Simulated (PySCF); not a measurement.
**How methods differ on the excitation energy of In**

In [Kr] 4d10 5s2 5p1 (2P) → In [Kr] 4d10 5s2 5d1 (2D), as a difference of total energies. Calculation: PySCF 2.14, in aug-cc-pVQZ-PP with ECP28MDF (7s7p5d3f2g, 92 functions); scalar relativity through the core potential. Correlated levels: valence: 4s2 4p6 4d10 frozen. The calculations carry no spin-orbit coupling.

| method | excitation energy (eV) | error (eV) |
| --- | --- | --- |
| UHF | 3.851 | -0.046 |
| MP2 (valence) | 3.918 | +0.021 |
| SCS-MP2 (valence) | 3.923 | +0.026 |
| CCSD (valence) | 3.868 | -0.029 |
| CCSD(T) (valence) | 3.850 | -0.047 |

Reference: 3.897 eV (measured; NIST levels, between the centres of gravity of the two terms).

Errors of the correlated levels include the incompleteness of this basis and the frozen core.

The coupled-cluster amplitudes are large for the upper state (T1 above 0.03 or a double amplitude above 0.15), so a single reference is strained.
